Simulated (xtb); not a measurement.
silicon monoxide (OSi), singlet, at a GFN2-xTB geometry; xtb with GFN2-xTB.

The xtb input:
```
$ xtb mol.xyz --gfn 2 --json

# file mol.xyz
2

Si    -0.00000000    -0.00000000    -0.54858264
O      0.00000000     0.00000000     0.96001962
```

Question: Write the output that xtb gives for this input, abridged.

Answer: 
```
   ID    Z sym.   atoms
    1   14 Si     1
    2    8 O      2

           -------------------------------------------------
          |                Calculation Setup                |
           -------------------------------------------------

           -------------------------------------------------
          |                 G F N 2 - x T B                 |
           -------------------------------------------------

          ...................................................
          :                      SETUP                      :
          :.................................................:
          :  # basis functions                  14          :
          :  # atomic orbitals                  13          :
          :  # shells                            5          :
          :  # electrons                        10          :
          :  max. iterations                   250          :
          :  Hamiltonian                  GFN2-xTB          :
          :  restarted?                      false          :
          :  GBSA solvation                  false          :
          :  PC potential                    false          :
          :  electronic temp.          300.0000000     K    :
          :  accuracy                    1.0000000          :
          :  -> integral cutoff          0.2500000E+02      :
          :  -> integral neglect         0.1000000E-07      :
          :  -> SCF convergence          0.1000000E-05 Eh   :
          :  -> wf. convergence          0.1000000E-03 e    :
          :  Broyden damping             0.4000000          :
          :  net charge                          0          :
          :  unpaired electrons                  0          :
          ...................................................

 iter      E             dE          RMSdq      gap      omega  full diag
   1     -5.8331984 -0.583320E+01  0.264E+01    4.03       0.0  T
   2     -5.8451420 -0.119436E-01  0.185E+01    3.88       1.0  T
   3     -5.8453822 -0.240144E-03  0.341E+00    3.92       1.0  T
   4     -5.8435338  0.184838E-02  0.197E+00    4.19       1.0  T
   5     -5.7999767  0.435570E-01  0.573E+00    3.69       1.0  T
   6     -5.8470985 -0.471218E-01  0.101E+00    4.15       1.0  T
   7     -5.8477164 -0.617901E-03  0.797E-01    4.14       1.0  T
   8     -5.8487884 -0.107192E-02  0.926E-02    4.08       1.0  T
   9     -5.8488038 -0.154708E-04  0.169E-02    4.07       4.2  T
  10     -5.8488038  0.885034E-08  0.316E-03    4.07      22.4  T
  11     -5.8488038 -0.107103E-07  0.136E-03    4.07      52.0  T
  12     -5.8488038 -0.344284E-08  0.972E-05    4.07     727.8  T
  13     -5.8488038 -0.116822E-10  0.473E-05    4.07    1493.5  T

   *** convergence criteria satisfied after 13 iterations ***

         :::::::::::::::::::::::::::::::::::::::::::::::::::::
         ::                     SUMMARY                     ::
         :::::::::::::::::::::::::::::::::::::::::::::::::::::
         :: total energy              -5.812732614796 Eh    ::
         :: gradient norm              0.000000850439 Eh/a0 ::
         :: HOMO-LUMO gap              4.072023794482 eV    ::
         ::.................................................::
         :: SCC energy                -5.848803837519 Eh    ::
         :: -> isotropic ES            0.027301982789 Eh    ::
         :: -> anisotropic ES          0.009303065157 Eh    ::
         :: -> anisotropic XC         -0.017013385365 Eh    ::
         :: -> dispersion             -0.000516281077 Eh    ::
         :: repulsion energy           0.036071222723 Eh    ::
         :: add. restraining           0.000000000000 Eh    ::
         :: total charge              -0.000000000000 e     ::
         :::::::::::::::::::::::::::::::::::::::::::::::::::::

           -------------------------------------------------
          |                Property Printout                |
           -------------------------------------------------

    * Orbital Energies and Occupations

         #    Occupation            Energy/Eh            Energy/eV
      -------------------------------------------------------------
         1        2.0000           -0.6918243             -18.8255
         2        2.0000           -0.5233641             -14.2415
         3        2.0000           -0.4376844             -11.9100
         4        2.0000           -0.4376844             -11.9100
         5        2.0000           -0.3800926             -10.3428 (HOMO)
         6                         -0.2304485              -6.2708 (LUMO)
         7                         -0.2304485              -6.2708
         8                         -0.0924035              -2.5144
         9                         -0.0300128              -0.8167
        10                         -0.0300128              -0.8167
        11                          0.0860346               2.3411
        12                          0.0860346               2.3411
        13                          0.9534353              25.9443
      -------------------------------------------------------------
                  HL-Gap            0.1496441 Eh            4.0720 eV
             Fermi-level           -0.3052705 Eh           -8.3068 eV

     #   Z          covCN         q      C6AA      α(0)
     1  14 Si       0.771     0.402   224.422    32.556
     2   8 O        0.771    -0.402    21.758     6.252

 Mol. C6AA /au·bohr⁶  :        371.141567
 Mol. C8AA /au·bohr⁸  :      21238.869519
 Mol. α(0) /au        :         38.808070

Wiberg/Mayer (AO) data.
largest (>0.10) Wiberg bond orders for each atom

 ---------------------------------------------------------------------------
     #   Z sym  total        # sym  WBO       # sym  WBO       # sym  WBO
 ---------------------------------------------------------------------------
     1  14 Si   2.337 --     2 O    2.337
     2   8 O    2.337 --     1 Si   2.337
 ---------------------------------------------------------------------------

Topologies differ in total number of bonds
Writing topology from bond orders to xtbtopo.mol

molecular dipole:
                 x           y           z       tot (Debye)
 q only:        0.000       0.000      -1.146
   full:       -0.000      -0.000      -1.200       3.049
molecular quadrupole (traceless):
                xx          xy          yy          xz          yz          zz
 q only:        0.445       0.000       0.445       0.000       0.000      -0.891
  q+dip:        0.328       0.000       0.328      -0.000      -0.000      -0.656
   full:        2.282       0.000       2.282      -0.000      -0.000      -4.565

           -------------------------------------------------
          | TOTAL ENERGY               -5.812732614796 Eh   |
          | GRADIENT NORM               0.000000850439 Eh/α |
          | HOMO-LUMO GAP               4.072023794482 eV   |
           -------------------------------------------------

normal termination of xtb
```
